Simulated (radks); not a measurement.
The numbers below are computed, except where a source is named.
Cs, 55 electrons, occupied as [Xe] 6s1 (the NIST ground configuration). Code: a radial shooting solver on a logarithmic mesh with Libxc functionals. Model: scalar-relativistic Kohn-Sham, LDA (Slater exchange, Perdew-Wang correlation), spin-polarised, spherical densities, point nucleus; open shells are filled with parallel spins first (spin-orbit coupling, left out, can overturn this in heavy ions); hard spherical wall at 20 bohr.

Normalised radial functions P(r) = r R(r), r in bohr:

r           4d up    5s up
0.002783   0.0001   0.0651
0.003266   0.0001   0.0732
0.003802   0.0002   0.0814
0.004462   0.0003   0.0904
0.005236   0.0004   0.0996
0.006144   0.0006   0.1087
0.00721    0.0009   0.1172
0.008461   0.0015   0.1246
0.00985    0.0022   0.1298
0.01156    0.0034   0.1324
0.01356    0.0053   0.1310
0.01592    0.0081   0.1242
0.01868    0.0123   0.1107
0.02192    0.0187   0.0892
0.02552    0.0274   0.0606
0.02995    0.0406   0.0216
0.03515    0.0595  -0.0254
0.04124    0.0859  -0.0779
0.0484     0.1220  -0.1309
0.05634    0.1673  -0.1753
0.06612    0.2279  -0.2069
0.07759    0.3025  -0.2131
0.09106    0.3890  -0.1849
0.1069     0.4820  -0.1179
0.1254     0.5713  -0.0155
0.146      0.6384   0.1012
0.1713     0.6710   0.2196
0.201      0.6426   0.3002
0.2359     0.5338   0.3096
0.2769     0.3347   0.2275
0.3249     0.0518   0.0595
0.3782    -0.2702  -0.1458
0.4439    -0.6207  -0.3482
0.5209    -0.9263  -0.4642
0.6112    -1.1328  -0.4379
0.7173    -1.2065  -0.2562
0.835     -1.1520   0.0260
0.9799    -0.9910   0.3649
1.15      -0.7704   0.6609
1.349     -0.5404   0.8457
1.584     -0.3404   0.8901
1.858     -0.1908   0.8076
2.164     -0.0978   0.6524
2.539     -0.0420   0.4613
2.979     -0.0154   0.2874
3.496     -0.0047   0.1567
4.103     -0.0011   0.0740
4.815     -0.0002   0.0298
5.605     0.0000   0.0106
6.578     0.0000   0.0029
7.719     0.0000   0.0006
9.059     0.0000   0.0001
10.63     0.0000   0.0000
12.48     0.0000   0.0000
14.52     0.0000   0.0000
17.04     0.0000   0.0000
20        0.0000   0.0000

4d up: eigenvalue -74.211 eV, 1 radial node at r = 0.333 bohr, <r> = 0.837 bohr, 90 % of the charge inside 1.27 bohr. 5s up: eigenvalue -26.865 eV, 4 radial nodes at r = 0.0323, 0.128, 0.340, 0.825 bohr, <r> = 1.74 bohr, 90 % of the charge inside 2.52 bohr.
